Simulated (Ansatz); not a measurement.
A nudged elastic band was laid between two geometries of AsGeH5 (7 atoms, charge 0, multiplicity 1).

Method: RHF/def2-SVP (Ansatz 0.2.0).

```
movable images  : 7
climbing image  : yes
spring          : 5.0 eV/Å²
optimiser       : quadratic models (default)
start path      : IDPP
force threshold : 0.05 eV/Å
iteration limit : 60
end points      : relaxed
```

Initial state:

```xyz
7
Properties=species:S:1:pos:R:3
Ge -0.397 -0.663 -0.488
As 0.697 1.437 0.124
H -0.566 -1.604 0.711
H -1.776 -0.334 -1.073
H 0.455 -1.354 -1.560
H -0.164 1.675 1.342
H 1.812 0.775 0.899
```

Final state:

```xyz
7
Properties=species:S:1:pos:R:3
Ge -0.267 -0.779 -0.400
As 1.156 1.022 0.442
H 0.164 -2.087 0.274
H -1.753 -0.529 -0.117
H -0.052 -0.896 -1.914
H 0.308 2.132 -0.134
H 0.505 1.070 1.803
```

**Question.** What changes between the two ends?

**Answer.** No bond is made or broken. The dihedral H4–Ge1–As2–H6 goes from 74 to -47°. The two ends are copies of one structure, up to a mirror image or an exchange of like atoms.

**Question.** Give the energies along the band, and the barrier.

**Answer.** The forces met the threshold. The highest image is number 4 of 0 to 8, 0.044 eV above the ends, which have the same energy within 2 meV. A vibrational analysis at the climbing image gives one clearly imaginary mode, 151i cm⁻¹: a first-order saddle point.

| image | path coordinate (Å) | energy (eV) | dihedral H4–Ge1–As2–H6 (°) |
| --- | --- | --- | --- |
| 0 | 0.00 | 0.000 | 74 |
| 1 | 0.38 | 0.006 | 59 |
| 2 | 0.77 | 0.022 | 44 |
| 3 | 1.15 | 0.038 | 29 |
| 4 | 1.54 | 0.044 | 13 |
| 5 | 1.92 | 0.038 | -2 |
| 6 | 2.30 | 0.022 | -17 |
| 7 | 2.69 | 0.007 | -32 |
| 8 | 3.07 | 0.000 | -47 |

**Question.** What is the geometry of the highest image?

**Answer.** 
```xyz
7
Properties=species:S:1:pos:R:3
Ge -0.325 -0.713 -0.484
As 0.988 1.262 0.154
H -0.051 -1.874 0.479
H -1.823 -0.385 -0.479
H 0.086 -1.136 -1.900
H -0.191 2.046 0.673
H 1.377 0.732 1.512
```

**Question.** What are the harmonic wavenumbers there?

**Answer.** 151i, 275, 497, 514, 712, 737, 899, 957, 967, 1091, 2238, 2241, 2255, 2347, 2348 cm⁻¹.

The run took 72 s on 1 thread of Arm Neoverse V1 (shared host), peak memory 0.18 GiB.
